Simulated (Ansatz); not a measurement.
Cost against result

Saddle point of SiNH₅Cl₂O, singlet (SiNH₃Cl₂ ([NH2][SiH]([Cl])[Cl]) + H₂O → SiH₂Cl₂O ([OH][SiH]([Cl])[Cl]) + NH₃ (still joined by a long Si–N bond); bonds formed: Si1–O7, N2–H6; bonds broken: H6–O7; bonds weakened to dative contacts: Si1–N2), PBE0-D4/def2-TZVP structure:

| atom | x (Å) | y (Å) | z (Å) |
| --- | --- | --- | --- |
| Si1 | -0.6092 | -0.4048 | -0.1946 |
| N2 | 1.1813 | 0.0205 | -0.1263 |
| Cl3 | -0.3858 | -1.9302 | -1.6815 |
| Cl4 | -1.2218 | -1.5864 | 1.3647 |
| H5 | -1.5723 | 0.3771 | -0.9924 |
| H6 | 0.6709 | 0.9757 | 0.5601 |
| O7 | -0.4484 | 1.1365 | 0.9931 |
| H8 | 1.7331 | -0.6743 | 0.3655 |
| H9 | 1.6013 | 0.1683 | -1.0362 |
| H10 | -0.9492 | 1.9174 | 0.7474 |

Barriers are electronic and count from the start structure reached by relaxing down the imaginary mode.

Computed with Ansatz 0.2.0 (basis: as named in each row); correlated methods freeze the cores. B3LYP uses VWN-RPA correlation. Extrapolation: Hartree–Fock as exp(−7.88 √X), correlation as X^−2.97.

Times are rough, for one single point on 8 threads of a shared host (Oxide Virtual Turin-like).

The estimate by CCSD(T) at an estimated basis limit (MP2 extrapolated from triple and quadruple zeta, plus CCSD(T) − MP2 in triple zeta) is 1.015 eV.

```csv
method,basis,time (s),barrier (eV),method less estimate
HF,STO-3G,under 1,0.798,-0.217
PBE-D4,STO-3G,under 1,-0.984,-1.999
SPW92,def2-SVP,under 1,0.130,-0.884
B3LYP-D4,6-31G,under 1,0.351,-0.664
PBE-D4,def2-SVP,under 1,0.530,-0.485
PBE0-D4,def2-SVP,2,0.667,-0.348
SPW92,def2-TZVPP,2,0.372,-0.642
PBE-D4,def2-TZVPP,2,0.758,-0.257
BLYP-D4,def2-TZVPP,2,0.944,-0.071
wB97M-V,def2-SVP,3,0.702,-0.312
PBE0-D4,def2-TZVPP,3,0.864,-0.151
B3LYP-D4,def2-TZVPP,3,1.008,-0.006
r2SCAN-D4,def2-TZVPP,3,0.831,-0.184
BHLYP-D4,def2-TZVPP,3,1.134,0.119
CAM-B3LYP-D4,def2-TZVPP,3,0.978,-0.037
CCSD(T),def2-SVP,3,0.995,-0.020
r2SCAN0-D4,def2-TZVPP,4,0.905,-0.110
PBE-QIDH,def2-TZVPP,4,0.928,-0.087
B97M-V,def2-TZVPP,4,1.003,-0.012
RPA on PBE,def2-TZVPP,4,1.018,0.003
B2PLYP,def2-TZVPP,5,1.030,0.015
wB97X-V,def2-TZVPP,6,0.953,-0.061
wB97M-V,def2-TZVPP,6,0.927,-0.088
MP2,def2-QZVPP,12,0.950,-0.065
CCSD(T),def2-TZVPP,69,1.020,0.006
```

All methods are single points on the PBE0-D4 structures; a negative value means that the method puts the saddle structure below the start.

No T1 diagnostic of these runs exceeds 0.010.

The step is the kind of ligand exchange by which a precursor binds to a hydroxyl group, or is hydrolysed, in atomic layer deposition of oxides.

Labels in which every atom is bracketed show which atoms are joined, not bond orders.
